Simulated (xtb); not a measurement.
xtb input for BrH₄NSn, SMILES [NH2][SnH2][Br], GFN2-xTB. 

```
$ xtb mol.xyz --gfn 2 --sp --chrg 0 --uhf 0 --json
$ cat mol.xyz
7

Sn    -0.33182768     0.74867610     0.25112673
N     -2.19386598     0.05906711    -0.05976358
Br     1.06327247    -1.16592284    -0.39008200
H     -0.09227697     1.99061557    -0.85508339
H      0.14559412     1.20491016     1.82954545
H     -2.37057160    -0.87996579     0.27299324
H     -2.94883623     0.64446452     0.26742325
```

Program output:

```
[banner left out]
          |                Calculation Setup                |
           -------------------------------------------------



           -------------------------------------------------
          |                 G F N 2 - x T B                 |
           -------------------------------------------------

        Reference                      10.1021/acs.jctc.8b01176
      * Hamiltonian:
        H0-scaling (s, p, d)           1.850000    2.230000    2.230000
        zeta-weighting                 0.500000
      * Dispersion:
        s8                             2.700000
        a1                             0.520000
        a2                             5.000000
        s9                             5.000000
      * Repulsion:
        kExp                           1.500000    1.000000
        rExp                           1.000000
      * Coulomb:
        alpha                          2.000000
        third order                    shell-resolved
        anisotropic                    true
        a3                             3.000000
        a5                             4.000000
        cn-shift                       1.200000
        cn-exp                         4.000000
        max-rad                        5.000000


          ...................................................
          :                      SETUP                      :
          :.................................................:
          :  # basis functions                  28          :
          :  # atomic orbitals                  26          :
          :  # shells                           12          :
          :  # electrons                        20          :
          :  max. iterations                   250          :
          :  Hamiltonian                  GFN2-xTB          :
          :  restarted?                      false          :
          :  GBSA solvation                  false          :
          :  PC potential                    false          :
          :  electronic temp.          300.0000000     K    :
          :  accuracy                    1.0000000          :
          :  -> integral cutoff          0.2500000E+02      :
          :  -> integral neglect         0.1000000E-07      :
          :  -> SCF convergence          0.1000000E-05 Eh   :
          :  -> wf. convergence          0.1000000E-03 e    :
          :  Broyden damping             0.4000000          :
          :  net charge                          0          :
          :  unpaired electrons                  0          :
          ...................................................

 iter      E             dE          RMSdq      gap      omega  full diag
   1     -9.6884385 -0.968844E+01  0.176E+01    2.84       0.0  T
   2     -9.1145618  0.573877E+00  0.321E+01    5.22       1.0  T
   3    -10.8371910 -0.172263E+01  0.180E+01    4.70       1.0  T
   4    -10.9730237 -0.135833E+00  0.123E+01    4.68       1.0  T
   5    -11.1503750 -0.177351E+00  0.734E+00    3.67       1.0  T
   6    -11.1967625 -0.463875E-01  0.367E+00    3.96       1.0  T
   7    -11.2042544 -0.749199E-02  0.145E+00    4.09       1.0  T
   8    -11.2085806 -0.432611E-02  0.553E-01    4.13       1.0  T
   9    -11.2087915 -0.210987E-03  0.297E-01    4.08       1.0  T
  10    -11.2089078 -0.116255E-03  0.898E-02    4.10       1.0  T
  11    -11.2088988  0.904009E-05  0.953E-02    4.08       1.0  T
  12    -11.2089131 -0.143799E-04  0.478E-02    4.08       1.0  T
  13    -11.2089141 -0.912827E-06  0.951E-03    4.09       4.0  T
  14    -11.2089141 -0.278729E-07  0.415E-03    4.09       9.1  T
  15    -11.2089141 -0.209080E-08  0.324E-03    4.09      11.7  T
  16    -11.2089141 -0.716033E-08  0.625E-04    4.09      60.5  T
  17    -11.2089141  0.133227E-09  0.564E-04    4.09      67.0  T

   *** convergence criteria satisfied after 17 iterations ***

         #    Occupation            Energy/Eh            Energy/eV
      -------------------------------------------------------------
         1        2.0000           -0.8414408             -22.8968
       ...           ...                  ...                  ...
         4        2.0000           -0.5303872             -14.4326
         5        2.0000           -0.4891795             -13.3113
         6        2.0000           -0.4668640             -12.7040
         7        2.0000           -0.4520092             -12.2998
         8        2.0000           -0.4184373             -11.3863
         9        2.0000           -0.4165653             -11.3353
        10        2.0000           -0.4132323             -11.2446 (HOMO)
        11                         -0.2630620              -7.1583 (LUMO)
        12                         -0.1565375              -4.2596
        13                         -0.1445941              -3.9346
        14                         -0.1155108              -3.1432
        15                         -0.0586980              -1.5973
       ...                                ...                  ...
        26                          0.9450079              25.7150
      -------------------------------------------------------------
                  HL-Gap            0.1501702 Eh            4.0863 eV
             Fermi-level           -0.3381472 Eh           -9.2015 eV

 SCC (total)                   0 d,  0 h,  0 min,  0.005 sec
 SCC setup                      ...        0 min,  0.000 sec (  1.109%)
 Dispersion                     ...        0 min,  0.000 sec (  0.397%)
 classical contributions        ...        0 min,  0.000 sec (  0.192%)
 integral evaluation            ...        0 min,  0.001 sec ( 10.679%)
 iterations                     ...        0 min,  0.003 sec ( 61.764%)
 molecular gradient             ...        0 min,  0.001 sec ( 24.100%)
 printout                       ...        0 min,  0.000 sec (  1.623%)

         :::::::::::::::::::::::::::::::::::::::::::::::::::::
         ::                     SUMMARY                     ::
         :::::::::::::::::::::::::::::::::::::::::::::::::::::
         :: total energy             -11.158229179607 Eh    ::
         :: gradient norm              0.000109066207 Eh/a0 ::
         :: HOMO-LUMO gap              4.086340073672 eV    ::
         ::.................................................::
         :: SCC energy               -11.208911407361 Eh    ::
         :: -> isotropic ES            0.013763187776 Eh    ::
         :: -> anisotropic ES          0.000937287892 Eh    ::
         :: -> anisotropic XC         -0.001966993011 Eh    ::
         :: -> dispersion             -0.003948103181 Eh    ::
         :: repulsion energy           0.050682227754 Eh    ::
         :: add. restraining           0.000000000000 Eh    ::
         :: total charge              -0.000000000000 e     ::
         :::::::::::::::::::::::::::::::::::::::::::::::::::::

           -------------------------------------------------
          |                Property Printout                |
           -------------------------------------------------

    * Orbital Energies and Occupations

         #    Occupation            Energy/Eh            Energy/eV
      -------------------------------------------------------------
         1        2.0000           -0.8414408             -22.8968
         2        2.0000           -0.7935044             -21.5924
         3        2.0000           -0.6082857             -16.5523
         4        2.0000           -0.5303872             -14.4326
         5        2.0000           -0.4891795             -13.3113
         6        2.0000           -0.4668640             -12.7040
         7        2.0000           -0.4520092             -12.2998
         8        2.0000           -0.4184373             -11.3863
         9        2.0000           -0.4165653             -11.3353
        10        2.0000           -0.4132323             -11.2446 (HOMO)
        11                         -0.2630620              -7.1583 (LUMO)
        12                         -0.1565375              -4.2596
        13                         -0.1445941              -3.9346
        14                         -0.1155108              -3.1432
        15                         -0.0586980              -1.5973
        16                         -0.0264080              -0.7186
        17                          0.0362015               0.9851
        18                          0.0508199               1.3829
        19                          0.0563410               1.5331
        20                          0.0783686               2.1325
        21                          0.0991980               2.6993
       ...                                ...                  ...
        26                          0.9450079              25.7150
      -------------------------------------------------------------
                  HL-Gap            0.1501702 Eh            4.0863 eV
             Fermi-level           -0.3381472 Eh           -9.2015 eV

     #   Z          covCN         q      C6AA      α(0)
     1  50 Sn       3.525     0.260   323.158    32.892
     2   7 N        2.545    -0.375    29.725     8.097
     3  35 Br       0.835    -0.208   190.587    22.258
     4   1 H        0.931     0.007     2.937     2.680
     5   1 H        0.924    -0.002     3.088     2.748
     6   1 H        0.865     0.167     1.292     1.780
     7   1 H        0.865     0.151     1.390     1.847

 Mol. C6AA /au·bohr⁶  :       1839.434053
 Mol. C8AA /au·bohr⁸  :     126718.099269
 Mol. α(0) /au        :         72.302344


Wiberg/Mayer (AO) data.
largest (>0.10) Wiberg bond orders for each atom

 ---------------------------------------------------------------------------
     #   Z sym  total        # sym  WBO       # sym  WBO       # sym  WBO
 ---------------------------------------------------------------------------
     1  50 Sn   3.170 --     2 N    0.937     3 Br   0.925     4 H    0.653
                             5 H    0.637
     2   7 N    3.185 --     7 H    0.965     6 H    0.955     1 Sn   0.937
                             5 H    0.130     4 H    0.114
     3  35 Br   1.204 --     1 Sn   0.925
     4   1 H    1.000 --     1 Sn   0.653     5 H    0.136     2 N    0.114
     5   1 H    1.000 --     1 Sn   0.637     4 H    0.136     2 N    0.130
     6   1 H    0.972 --     2 N    0.955
     7   1 H    0.977 --     2 N    0.965
 ---------------------------------------------------------------------------

Topologies differ in total number of bonds
Writing topology from bond orders to xtbtopo.mol

molecular dipole:
                 x           y           z       tot (Debye)
 q only:       -0.617       0.715       0.464
   full:       -1.352       1.370       0.927       5.430
molecular quadrupole (traceless):
                xx          xy          yy          xz          yz          zz
 q only:        0.705       1.608      -0.157      -1.134      -0.398      -0.548
  q+dip:        0.852       5.006      -2.212      -1.929      -1.776       1.360
   full:        1.722       4.347      -1.894      -2.877      -1.752       0.173


           -------------------------------------------------
          | TOTAL ENERGY              -11.158229179607 Eh   |
          | GRADIENT NORM               0.000109066207 Eh/α |
          | HOMO-LUMO GAP               4.086340073672 eV   |
           -------------------------------------------------

------------------------------------------------------------------------
------------------------------------------------------------------------
 total:
 SCF:
Note: The following floating-point exceptions are signalling: IEEE_DENORMAL
normal termination of xtb
```

The run converged.

Cost: roughly 0.020 core-seconds.
